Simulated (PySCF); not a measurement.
# A ladder of Hamiltonians for Pd³⁴⁺ (palladium, charge +34)

Occupied: 1s1/2, 2s1/2, 2p1/2, 2p3/2, 3s1/2. Hartree-Fock calculated with PySCF 2.14 in an even-tempered Gaussian basis (17 s from 2.7 bohr⁻², ratio 2.7; 13 p from 3.3 bohr⁻², ratio 2.7), Gaussian nucleus throughout. NR is non-relativistic, sf-X2C the spin-free one-electron X2C Hamiltonian, X2C adds the bare one-electron spin-orbit term, X2C-SNSO screens it by Boettger's factors, DC is four-component Dirac-Coulomb, and the Gaunt and Breit terms are added at first order (total energies over the DC spinors, levels after relaxing the spinors in that mean field). QED terms are absent. Levels marked empty are virtual spinors of this ion; the basis has s and p functions only, so 3d, which can lie below the n = 4 levels, is absent.

```tsv
Hamiltonian	E (hartree)	E − E(DC) (hartree)	CPU seconds
NR	-4002.1354	101.7878	0.23
sf-X2C	-4102.1373	1.7859	0.12
X2C	-4102.9273	0.9960	0.16
X2C-SNSO	-4102.8583	1.0650	0.16
DC	-4103.9233	0.0000	7.9
DC+Gaunt	-4100.7924	3.1308	14
DC+Breit	-4101.0679	2.8553	44
```

Question: Give the 3p spin-orbit interval with each Hamiltonian that has one.

Answer: X2C 41.94; X2C-SNSO 40.05; DC 39.93; DC+Gaunt 39.31; DC+Breit 39.30 (eV).

```json
{"level (eV)": "1s1/2", "NR": "-25723.5", "sf-X2C": "-26452.0", "X2C": "-26450.7", "X2C-SNSO": "-26450.8", "DC": "-26470.1", "DC+Gaunt": "-26419.3", "DC+Breit": "-26422.5"}
{"level (eV)": "2s1/2", "NR": "-5325.7", "sf-X2C": "-5519.2", "X2C": "-5518.9", "X2C-SNSO": "-5518.9", "DC": "-5521.1", "DC+Gaunt": "-5516.2", "DC+Breit": "-5516.5"}
{"level (eV)": "2p1/2", "NR": "-5088.4", "sf-X2C": "-5148.8", "X2C": "-5268.6", "X2C-SNSO": "-5263.0", "DC": "-5263.9", "DC+Gaunt": "-5255.3", "DC+Breit": "-5256.2"}
{"level (eV)": "2p3/2", "NR": "-5088.4", "sf-X2C": "-5148.8", "X2C": "-5093.9", "X2C-SNSO": "-5096.2", "DC": "-5097.9", "DC+Gaunt": "-5091.7", "DC+Breit": "-5092.6"}
{"level (eV)": "3s1/2", "NR": "-2116.1", "sf-X2C": "-2173.3", "X2C": "-2173.2", "X2C-SNSO": "-2173.2", "DC": "-2173.7", "DC+Gaunt": "-2172.5", "DC+Breit": "-2172.6"}
{"level (eV)": "3p1/2 (empty)", "NR": "-1983.6", "sf-X2C": "-2006.3", "X2C": "-2035.0", "X2C-SNSO": "-2033.7", "DC": "-2033.8", "DC+Gaunt": "-2031.8", "DC+Breit": "-2032.1"}
{"level (eV)": "3p3/2 (empty)", "NR": "-1983.6", "sf-X2C": "-2006.3", "X2C": "-1993.0", "X2C-SNSO": "-1993.6", "DC": "-1993.9", "DC+Gaunt": "-1992.5", "DC+Breit": "-1992.8"}
{"level (eV)": "4s1/2 (empty)", "NR": "-1098.3", "sf-X2C": "-1120.1", "X2C": "-1120.1", "X2C-SNSO": "-1120.1", "DC": "-1120.3", "DC+Gaunt": "-1119.9", "DC+Breit": "-1119.9"}
```

Weight of the small component: 1s1/2 0.0284, 2s1/2 0.00617, 2p1/2 0.00608, 2p3/2 0.00587, 3s1/2 0.00225, 3p1/2 0.00219, 3p3/2 0.00214, 4s1/2 0.00105.

Koopmans' value for the highest occupied level at DC+Breit: 2172.6 eV, against an ionisation energy of 2181 ± 3 eV (semi-empirical (NIST evaluation); NIST Atomic Spectra Database, ionization energies); the former lacks relaxation, correlation, QED and recoil.

The whole ladder took 69 s of wall time on 1 thread of Intel(R) Xeon(R) Platinum 8488C (shared host), launched as `OMP_NUM_THREADS=1 python relrun2.py TASK.json OUT` (a driver that calls PySCF for each Hamiltonian).

Dirac-Coulomb iterations, started from the X2C spinors:

```
with_ssss True, with_gaunt False, with_breit False
light speed = 137.03599967994
init E= -4094.22766946464
cycle= 1 E= -4103.92302685404  delta_E= -9.7  |g|=  0.8  |ddm|= 0.0821
cycle= 2 E= -4103.92326693105  delta_E= -0.00024  |g|= 0.0118  |ddm|= 0.00765
cycle= 3 E= -4103.92326740747  delta_E= -4.76e-07  |g|= 0.000552  |ddm|= 0.000515
cycle= 4 E= -4103.92326740855  delta_E= -1.08e-09  |g|= 2.31e-06  |ddm|= 1.95e-05
```
